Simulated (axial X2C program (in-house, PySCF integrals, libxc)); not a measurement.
Nuclear properties of NSbN²⁺

Calculated with an axial X2C code built on PySCF integrals: two-component X2C with atomic mean-field Coulomb and Gaunt terms, Gaussian nuclei, basis N dyall-av3z, Sb dyall-v3z with contracted cores.

N–Sb–N held linear, with bonds 2.057 and 2.057 Å (near the PBE0 minimum at charge 2 of the determinant lowest at the starting distance; the state shown can have its own minimum elsewhere, held linear; other orders of the atoms were not compared).

Input and command:
```json
{"zs": [7, 51, 7], "q": 2, "bas": ["dyall-av3z", "dyall-v3z", "dyall-av3z"], "r0": [1.93, 1.93], "symm": 1, "scan": ["PBE0", "HF", "B3LYP"], "levels": ["PBE0", "HF", "TPSSh"], "nst": 2}
```
```bash
python solin.py task.json out
```

Keys: zs atomic numbers; q charge; bas basis sets; r0 starting distance in Å; symm equal bonds; scan levels of the two-bond scan; levels methods; nst determinants followed.

Determinant lowest in the PBE0 search, Ω = 5/2 (⟨Sz⟩ = 1.50, ⟨Lz⟩ = 1.00 at PBE0), spin on the atoms N 0.91, Sb -0.31, N 0.91:

```tsv
level	A∥/gI N (MHz)	qzz N (a.u.)	A∥/gI Sb (MHz)	qzz Sb (a.u.)
PBE0	-33.9	0.61	242	-5.82
HF	-32.8	0.86	-332	-7.85
TPSSh	-28.7	0.55	294	-5.25
```

A∥ (defined per Ω) follows by multiplying with gI = μI/(I μN); qzz is the electric field gradient, eQq0 = 234.96 MHz × Q/barn × qzz. The operators were transformed with the bare-nucleus X2C matrices; with these basis sets, hyperfine constants and field gradients can be off by tens of per cent, and where levels differ in sign neither size nor sign is settled.

Task: With gI(14N) = 0.4038, Q(14N) = 0.02044 barn, Q(121Sb) = -0.543 barn (g factors from the IAEA table of nuclear moments by Stone; Q from Pyykkö, Mol. Phys. 2018), turn the PBE0 values of the first state into constants in MHz.

Result: A∥(14N) = -33.9 × 0.4038 = -13.7 MHz; eQq0(14N) = 234.96 × (0.02044) × (0.61) = 2.93 MHz; eQq0(121Sb) = 234.96 × (-0.543) × (-5.82) = 743 MHz.

The molecule was held linear; bending was not examined, so a bent shape may lie lower.

Each state is one determinant with collinear spin, which with several unpaired electrons need not be a pure state. Unrestricted Hartree–Fock can overshoot spin polarisation at the nuclei. With several open shells hyperfine constants can be off by a factor of several. In the state Ω = 5/2 the atomic spins oppose each other (0.91, -0.31, 0.91): a broken-symmetry determinant whose values are not spin-projected. The search compared states at one distance, so a state with another bond length can lie lower. Further determinants of the search, some of them spin-mixed, are not shown.
